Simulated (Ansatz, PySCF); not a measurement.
The pair A = ammonia borane (SMILES [BH3-][NH3+]) (first 8 atoms), B = C2H4 (SMILES C=C); geometry from B3LYP-D3(BJ)/def2-TZVP.
(charge 0, multiplicity 1):
```xyz
14

B     -0.929     0.290     0.298
N      0.632    -0.167     0.570
H     -1.044     1.366     0.839
H     -1.607    -0.574     0.808
H     -1.049     0.344    -0.903
H      1.284     0.504     0.174
H      0.826    -1.072     0.153
H      0.812    -0.233     1.572
C      0.286     0.606     3.881
C     -0.108    -0.662     3.866
H      1.117     0.937     4.493
H     -0.222     1.357     3.287
H     -0.949    -0.980     3.260
H      0.384    -1.418     4.466
```

Correlated levels freeze the cores. Rows in 6-31G* carry no dispersion term and start afresh at each structure (6-31G* with six Cartesian d functions). MP2/6-31G* freezes PySCF's default core.

Run with Ansatz (Gaussian basis) for Hartree–Fock, density functionals and correlated methods; PySCF for 6-31G* rows. 

Total energies (hartree), monomers frozen at their geometry in the pair:

```tsv
structure	MP2/6-31G*	MP2/aug-cc-pVDZ	CCSD(T)/aug-cc-pVDZ
AB	-161.1658717	-161.2770178	-161.3617090
A in the pair's basis	-82.8742620	-82.9410265	-82.9858857
B in the pair's basis	-78.2867962	-78.3297039	-78.3699902
A	-82.8731436	-82.9400778	-82.9849450
B	-78.2848879	-78.3281277	-78.3683536
```

Q: Work out the interaction energy without and with the counterpoise correction, and the superposition error, for each level.

A: 
E(AB) − E(A) − E(B), times 627.509 kcal/mol, with the monomers in their own basis and then in the pair's basis:
- MP2/6-31G*: -4.92 uncorrected, -3.02 corrected; the monomers gain 1.90 kcal/mol from borrowed functions
- MP2/aug-cc-pVDZ: -5.53 uncorrected, -3.95 corrected; the monomers gain 1.58 kcal/mol from borrowed functions
- CCSD(T)/aug-cc-pVDZ: -5.28 uncorrected, -3.66 corrected; the monomers gain 1.62 kcal/mol from borrowed functions

Ansatz is a program for electronic structure.
